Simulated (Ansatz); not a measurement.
C6H16O4Zr, SMILES `CC[O][Zr]([OH])([O]CC)[O]CC`, 27 atoms. Total charge 0; spin multiplicity 1. Correlated methods include outer-core shells of Zr, which these sets cover unevenly. Zr takes the def2 core potential. Hardware: A = 11 threads of an AMD EPYC 7R13 on a shared host and a whole NVIDIA H100 80 GB; B = 11 threads of an AMD EPYC 7R13 on a shared host. Correlated methods freeze the cores.

**Question.** How many basis functions does each run have, and how long does it take in Ansatz? RKS B2PLYP (frozen core)/def2-TZVPP energy [A]; direct RPA on PBE orbitals/def2-TZVPP energy [A]; RHF-MP2/def2-QZVPP energy [A]; RKS ωB97M-V/def2-QZVPP energy [A]; RKS PBE0-D4/def2-QZVPP energy [A]; RKS PBE0-D4/def2-SVP energy [B]; RKS r2SCAN-D4/def2-TZVPP energy and forces [A]; RKS ωB97X-V/def2-TZVPP energy [A]; RKS PBE0-D4/def2-TZVP relaxation (48 steps) [A]; RKS PBE0-D4/def2-TZVPP energy [A]; RKS ωB97M-V/def2-SVP energy [B]; RHF-CCSD(T)/def2-SVP energy [A]. (An estimate is asked.)

**Answer.** Ansatz gave: Other jobs shared the machine, so times are rough.

```tsv
level	job	functions	wall time	peak host memory (GiB)
RKS PBE0-D4/def2-TZVPP	energy [A]	590	3.1 s	1.2
RKS r2SCAN-D4/def2-TZVPP	energy and forces [A]	590	3.3 s	1.2
RKS PBE0-D4/def2-SVP	energy [B]	251	3.7 s	1.4
RKS B2PLYP (frozen core)/def2-TZVPP	energy [A]	590	3.9 s	3.3
RKS ωB97X-V/def2-TZVPP	energy [A]	590	4.2 s	1.3
direct RPA on PBE orbitals/def2-TZVPP	energy [A]	590	4.8 s	3.4
RKS PBE0-D4/def2-QZVPP	energy [A]	1131	4.9 s	1.7
RHF-CCSD(T)/def2-SVP	energy [A]	251	6.5 s	0.86
RHF-MP2/def2-QZVPP	energy [A]	1131	7 s	2
RKS ωB97M-V/def2-QZVPP	energy [A]	1131	7.5 s	1.9
RKS ωB97M-V/def2-SVP	energy [B]	251	9.5 s	1.8
RKS PBE0-D4/def2-TZVP	relaxation (48 steps) [A]	446	75 s	1.2
```
